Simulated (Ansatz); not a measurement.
Geometry optimisation, RKS CAM-B3LYP/def2-SVP in Ansatz 0.2.0.

The input (input.yaml):

```yaml
crystal:
  periodic: [false, false, false]
  atoms:
    - { symbol: O, position_ang: [-1.4144, 1.4601, -0.3204] }
    - { symbol: Sb, position_ang: [0.5065, 1.4766, 0.1194] }
    - { symbol: Si, position_ang: [0.5264, -1.0372, 0.0511] }
    - { symbol: Cl, position_ang: [0.4804, -1.6818, -1.9217] }
    - { symbol: H, position_ang: [-1.4963, 1.2919, -1.3178] }
    - { symbol: H, position_ang: [0.1756, 1.4976, 1.8472] }
    - { symbol: H, position_ang: [1.8482, -1.5167, 0.6505] }
    - { symbol: H, position_ang: [-0.5342, -1.5475, 0.8357] }
basis:
  gaussian: { orbitals: def2-SVP }
hamiltonian:
  xc: cam_b3lyp
relax:
  f_tol: 0.015
  max_steps: 40
```

Command:

```bash
$ ansatz run input.yaml --threads 2 --pin off --max-ram 3072MiB --backend cpu --events-out ev --progress --plain --runs-dir out
```

Task: Where does it end, and by what steps?

Result: The forces met the threshold. The force dipped under the threshold on the way, but the program's further checks kept it going. After 20 steps the energy has fallen by 0.256 eV; H5 moved furthest, 0.76 Å.

| step | energy less start (eV) | largest force component (eV/Å) | accepted |
| --- | --- | --- | --- |
| 0 | 0.0000 | 2.412 | yes |
| 1 | -0.1676 | 0.759 | yes |
| 2 | -0.2243 | 0.978 | yes |
| 3 | -0.2354 | 0.476 | yes |
| 4 | -0.2436 | 0.041 | yes |
| 5 | -0.2437 | 0.038 | yes |
| 6 | -0.2430 | 0.185 | no |
| 7 | -0.2444 | 0.026 | yes |
| 8 | -0.2476 | 0.073 | yes |
| 9 | -0.2417 | 0.835 | no |
| 10 | -0.2482 | 0.043 | yes |
| 11 | -0.2499 | 0.234 | yes |
| 12 | -0.2503 | 0.396 | yes |
| 13 | -0.2386 | 0.606 | no |
| 14 | -0.2537 | 0.035 | yes |
| 15 | -0.2548 | 0.012 | yes |
| 16 | -0.2549 | 0.122 | yes |
| 17 | -0.2549 | 0.103 | no |
| 18 | -0.2557 | 0.020 | yes |
| 19 | -0.2555 | 0.026 | no |
| 20 | -0.2557 | 0.003 | yes |

```xyz
8
Properties=species:S:1:pos:R:3
O -1.529 1.313 -0.379
Sb 0.446 1.438 -0.060
Si 0.620 -1.132 0.083
Cl 0.786 -1.896 -1.844
H -1.784 1.946 -1.062
H 0.322 1.529 1.652
H 1.828 -1.549 0.845
H -0.597 -1.705 0.710
```

Whether the end is a true minimum wasn't checked by a vibrational analysis.

Time of the run: 69 s on 2 threads of Arm Neoverse V1, on a shared host, peak memory 0.27 GiB.
